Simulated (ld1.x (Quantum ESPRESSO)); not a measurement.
**Before and after: ultrasoft potential for cadmium (Cd)**

ld1.x (Quantum ESPRESSO) 7.5 input, shortened:

```
&input
   title='Cd', zed=48., rel=0, dft='PBE', iswitch=3,
   config='[Kr] 4d10 4f-2 5s2 5p0'
 /
 &inputp
   pseudotype=3, tm=.true., lloc=-2, rcloc=1.15,
   nlcc=.false.,
   which_augfun='PSQ', rmatch_augfun_nc=.true.
 /
7
4S  1  0   2.00   0.00  1.20  1.25  0.0
5S  2  0   2.00   0.00  1.20  1.25  0.0
4P  2  1   6.00   0.00  1.90  2.05  0.0
5P  3  1   0.00   0.00  1.90  2.05  0.0
4D  3  2  10.00   0.00  1.25  1.70  0.0
4D  3  2   0.00   1.35  1.25  1.70  0.0
4F  4  3  -2.00   0.40  1.65  1.85  0.0
 &test
   configts(1)='4s2 4p6 4d10 5s2 5p0'
 /
```

All-electron outer shells of the reference configuration (PBE, non-relativistic, ld1.x):

```tsv
shell	level (eV)	outermost node (bohr)	outermost maximum (bohr)
3d	-399.28	–	0.27
4s	-98.00	0.44	0.82
4p	-65.17	0.44	0.85
4d	-12.64	0.42	0.98
5s	-5.28	1.10	2.44
5p	-1.29	1.21	3.37
```

Change: type TM; waves now 4s (bound): rc 1.25 bohr; 4p (bound): rc 2.05 bohr; 4d (bound): rc 1.70 bohr; 4f channel at 0.4 Ry: rc 1.85 bohr; local potential all-electron potential smoothed inside 1.60 bohr (lloc = -2).

Cutoffs: the cutoffs (Ry, on a coarse ladder) from which the occupation-weighted sum of valence levels, in a spherical-Bessel basis at the reference potential, stays within 10 and 1 mRy of its value at 400 Ry; they do not see the model core or the augmentation charge, which bear on the density cutoff. Errors are all-electron minus pseudo energies relative to the spin-unpolarised reference configuration.

Task: What does the change do?

Result: The potential gets harder (40 Ry and 80 Ry → 100 Ry and 160 Ry); the miss of the reference levels goes from 0.00 to 0.37 eV; of the 7 tests that both files solve, the error grows in 6 and shrinks in 1 by more than 15 % and 0.3 meV (median size 2.2 → 1051.3 meV); the range in which the s phases agree narrows (upper end at the end of the scan → -0.9); the range in which the p phases agree narrows (upper end at the end of the scan → 0.3); neither file shows a bound ghost. Several settings change at once here, so the effects cannot be laid on one of them.

| quantity | base | changed |
| --- | --- | --- |
| cutoff, loose | 40 Ry | 100 Ry |
| cutoff, tight | 80 Ry | 160 Ry |
| loose cutoff by channel (10 mRy a level) | s 30 Ry, p 18 Ry, d 30 Ry | s 90 Ry, p 35 Ry, d 55 Ry |
| bound ghosts | none | none |
| largest miss of a reference level, eV | 0.00 | 0.37 |
| error for 4s2 4p6 4d10 5s1 5p0, meV [ΔE 8.73 eV] | -0.1 | -504 |
| error for 4s2 4p6 4d10 5s0 5p0, meV [ΔE 25.00 eV] | -0.8 | -1294 |
| error for 4s2 4p6 4d9 5s0 5p0, meV [ΔE 63.50 eV] | +20 | -1942 |
| error for 4s2 4p6 4d10 5s1 5p1, meV [ΔE 4.14 eV] | -0.7 | -476 |
| error for 4s2 4p5 4d10 5s2 5p0, meV [ΔE 72.43 eV] | -97 | -7.7 |
| error for 4s2 4p6 4d10 5s0 5p2, meV [ΔE 8.55 eV] | -3.3 | -1051 |
| error for 4s2 4p6 4d10 5s0 5p1, meV [ΔE 13.85 eV] | -2.2 | -1176 |
| s: phases at 2.25 bohr within 0.05 rad from the reference energy up to (Ry; the scan ends near 5) | to the end of the scan | -0.9 |
| p: phases at 2.25 bohr within 0.05 rad from the reference energy up to (Ry; the scan ends near 5) | to the end of the scan | 0.3 |
| d: phases at 2.25 bohr within 0.05 rad from the reference energy up to (Ry; the scan ends near 5) | 3.0 | 2.2 |
| f: phases at 2.25 bohr within 0.05 rad from the reference energy up to (Ry; the scan ends near 5) | 2.1 | 4.6 |

Changed file: The 5s level has no wave, so the channel is fitted at the deeper level alone: the likely source of the large errors.
